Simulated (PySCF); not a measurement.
Species: F2O2Se.
Structure used (PBE0-D3(BJ)/def2-SVP), in Å, numbered top down from 1:
```
atom  x, y, z in Å
O1    -0.276   -1.258   -1.067
Se2   -0.058   -0.169    0.052
O3    -0.291   -0.332    1.601
F4    -0.859    1.260   -0.449
F5     1.500    0.505   -0.171
```

Theory: core-valence-separated Tamm–Dancoff BHandHLYP/aug-pcX-1 (def2-SVPD on Se) in PySCF, non-relativistic, gas phase, PBE0-D3(BJ)/def2-SVP geometry. The energies are unshifted.

The lowest roots of each edge with f over 0.003 (five at most, numbered afresh; weaker and dark ones are left out), with transition dipoles (au) in the frame of the coordinates:

| root | edge | E (eV) | f | μx | μy | μz |
| --- | --- | --- | --- | --- | --- | --- |
| 1 | O | 529.33 | 0.0623 | 0.0076 | -0.0009 | -0.0688 |
| 2 | O | 529.33 | 0.0402 | -0.0104 | -0.0448 | -0.0314 |
| 3 | O | 532.04 | 0.0566 | -0.0624 | 0.0199 | -0.0071 |
| 4 | O | 533.62 | 0.0380 | 0.0173 | 0.0493 | -0.0132 |
| 5 | O | 533.62 | 0.0162 | 0.0019 | -0.0063 | -0.0346 |
| 6 | F | 682.34 | 0.0400 | -0.0261 | 0.0390 | -0.0138 |
| 7 | F | 682.35 | 0.0396 | 0.0418 | 0.0235 | -0.0079 |
| 8 | F | 686.82 | 0.0080 | -0.0060 | 0.0198 | -0.0069 |
| 9 | F | 686.83 | 0.0084 | 0.0175 | 0.0130 | -0.0044 |
| 10 | F | 687.98 | 0.0070 | 0.0189 | -0.0070 | 0.0026 |

Problem. Molecules are fixed in this frame and the field points along x. What effective strengths 3 f cos²θ do the roots have (θ between field and μ)?

Solution. root 1 (O1/O3): 0.002, root 2 (O1/O3): 0.004, root 3 (O1/O3): 0.152, root 4 (O1/O3): 0.012, root 5 (O1/O3): 0.000, root 6 (F4/F5): 0.034, root 7 (F4/F5): 0.088, root 8 (F4/F5): 0.002, root 9 (F4/F5): 0.016, root 10 (F4/F5): 0.018. Root 3 is the strongest. Averaged over all orientations cos²θ is 1/3, which gives f back. For degenerate partners only the sum has meaning, as the program may mix them freely.

 Relativistic effects, spin–orbit coupling among them, are left out although an element past zinc is present.

The run took about 21 s of CPU time (one thread, shared machine).
